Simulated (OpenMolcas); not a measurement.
Ir5+ (d4) among equal point charges was computed by CASSCF with the d shell active (OpenMolcas, ANO-RCC-VTZP on the metal). Its lowest spin-free states, and all those of the highest spin:

```csv
2S+1,Degeneracy,E (cm-1)
5,2,0.0
5,2,9446
5,1,11598
3,1,20975
3,1,20979
3,2,21208
3,1,21335
3,2,21494
3,2,21728
3,2,23922
3,2,24706
3,1,25537
```

**Question.** Is the site octahedral, tetrahedral or cube-like, axial, or of lower symmetry?

**Answer.** The states with 2S+1 = 5 have orbital degeneracies 2, 2, 1. There are pairs but no triples, so the site is axial: not cubic, but with a proper or improper axis of order three or more. The run had Ir5+ among 3 point charges of -2 e arranged as a planar triangle (D3h), 2.18 Å from the ion.

Spin-orbit coupling mixes the spin-free states strongly: the lowest level takes only 61 % from its leading state, 5E. An orbital doublet at a regular site is open to a Jahn-Teller distortion, which this geometry leaves out. Without dynamic correlation the repulsion within the d shell is too large (B by tens of per cent), so at a given field states of lower spin stand too high. Point charges give a weaker field than real ligands, and real ions of this kind are as a rule low spin; the high spin found here belongs to the model. This is an electrostatic model: the charges have no orbitals. No measured value stands beside these numbers.
